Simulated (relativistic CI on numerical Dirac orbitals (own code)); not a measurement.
# Hyperfine structure of Pt XXXVII, mass number 195

Calculated at this level of theory: Dirac-Coulomb-Breit CI, KLI orbitals optimised for each configuration, model QED (radiative potential, 1s self-energy scaled to tabulated hydrogen-like ionisation energies), unscaled Slater integrals (own radial code, finite nucleus).

Configuration list (outside the closed core [Ar] 3d10): 4s²4p⁶4d⁶, 4s²4p⁶4d⁵4f, 4s²4p⁵4d⁷, 4s²4p⁴4d⁸, 4s4p⁶4d⁷, 4p⁶4d⁸, 4s4p⁶4d⁶4f, 4s4p⁵4d⁸, 4s²4p⁶4d⁵5s, 4s²4p⁶4d⁵5d, 4s²4p⁴4d⁷5s, 4s²4p⁶4d⁴5s², 4s²4p⁶4d⁵6s, 4s4p⁶4d⁶5s, 4p⁶4d⁷5s, 4s4p⁶4d⁵5s². Levels of other configurations are missing.

Nuclear spin I = 1/2, μ = 0.6073 μN (tables of Stone and Pyykkö). The electronic factors are computed for point nuclear moments, without core polarisation or the Bohr-Weisskopf and QED corrections.

| Level | E (cm⁻¹) | A (MHz) |
| --- | --- | --- |
| 4s²4p⁶4d⁶ ⁵D3 | 160082.4 | 9355 |
| 4s²4p⁶4d⁶ ⁵D1 | 174417.5 | 14460 |
| 4s²4p⁶4d⁶ ³G5 | 201044.0 | 18940 |
| 4s²4p⁶4d⁶ ³H6 | 204454.5 | 21020 |
| 4s²4p⁶4d⁶ ³P1 | 266746.6 | 11980 |

Levels with J = 0, under 50 % of one LS term, or S terms without an open s electron are left out. Small factors come from cancelling terms and can be off by tens of per cent or more.

At this charge energies of transitions that change n are usually good to better than 1 %, and those within a shell (Δn = 0) to a few per cent. Terms inside the open d or f shell come out 10 to 20 % too wide with unscaled integrals.

(1) Give the hyperfine levels of 4s²4p⁶4d⁶ ⁵D3 relative to its centre of gravity.

Answers

(1) With K = F(F + 1) − I(I + 1) − J(J + 1), E = AK/2: F = 5/2: -18710, F = 7/2: 14030 MHz.

LS names give the leading component of a level, which can be under half, so a name can repeat, a term be missing and a line seem to break the LS rules.
